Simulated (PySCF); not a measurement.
C$_{2}$H$_{7}$Sb (SMILES [CH3][SbH][CH3]), singlet, at a GFN2-xTB geometry (all electrons, no relativity), with bond 4-3 at 1.4 times its length.

PySCF was given this input:
```python
from pyscf import gto, scf, mcscf
import numpy

mol = gto.Mole()
mol.atom = '''
    Sb   -0.15700616   -0.22770019    0.29229041
    H    -0.84819934   -1.24264275   -0.89840329
    C    -0.84289867    1.55354478   -0.72647581
    H    -0.49585190    1.47359658   -2.20179637
    H    -0.36484457    2.42514410   -0.29313831
    H    -1.91613851    1.65322108   -0.61476696
    C     1.75651243   -0.22726542   -0.71746859
    H     1.61870682   -0.02013772   -1.77260547
    H     2.23653019   -1.19169821   -0.60037756
    H     2.39458494    0.53470814   -0.28357662
'''
mol.basis = 'sto-3g'
mol.verbose = 4
mol.build()

mf = scf.RHF(mol)
mf.kernel()
mc = mcscf.CASSCF(mf, 4, 6)
mc.fix_spin_(ss=0.0)
mc = mc.newton()
mc.kernel()
occ = numpy.linalg.eigvalsh(mc.fcisolver.make_rdm1(mc.ci, mc.ncas, mc.nelecas))[::-1]
ss = mc.fcisolver.spin_square(mc.ci, mc.ncas, mc.nelecas)[0]
print('natural occupations', occ.round(4), ' <S^2>', round(ss, 4))
```

Give the nuclear repulsion energy at the level CASSCF(6,4)/STO-3G run with PySCF.

258.2022 Eh

Give the SCF-reference Mulliken (on the basis functions themselves) charges in atom order at the level CASSCF(6,4)/STO-3G.

Sb1 0.52, H2 -0.15, C3 -0.28, H4 -0.01, H5 0.05, H6 0.05, C7 -0.35, H8 0.06, H9 0.05, H10 0.05

What SCF-reference dipole moment does CASSCF(6,4)/STO-3G give?

0.23 D

What total energy does CASSCF(6,4)/STO-3G give?

-6330.1862 Eh

Predict the SCF-reference HOMO energy from CASSCF(6,4)/STO-3G.

-6.43 eV
